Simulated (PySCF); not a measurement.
C5H5Cl, SMILES C=C=C/C=C/Cl.

Coordinates come from a r2SCAN-D4/def2-SVP optimisation. The structure was generated by enumeration; whether it is a known compound was not checked. One conformer was computed; it need not be the lowest.

Calculation: PBE/def2-TZVP (PySCF).

Symmetry labels are those of the subgroup Cs that the program uses (full group Cs).

Computed valence orbital energies around the gap with their symmetry:
| orbital | symmetry | energy (eV) |
|---|---|---|
| HOMO−7 | A" | -11.03 |
| HOMO−6 | A' | -10.28 |
| HOMO−5 | A' | -9.54 |
| HOMO−4 | A" | -9.11 |
| HOMO−3 | A" | -7.66 |
| HOMO−2 | A' | -7.52 |
| HOMO−1 | A' | -6.80 |
| HOMO | A" | -5.53 |
| LUMO | A" | -2.17 |
| LUMO+1 | A' | -1.08 |
| LUMO+2 | A' | -0.06 |
| LUMO+3 | A" | 0.59 |
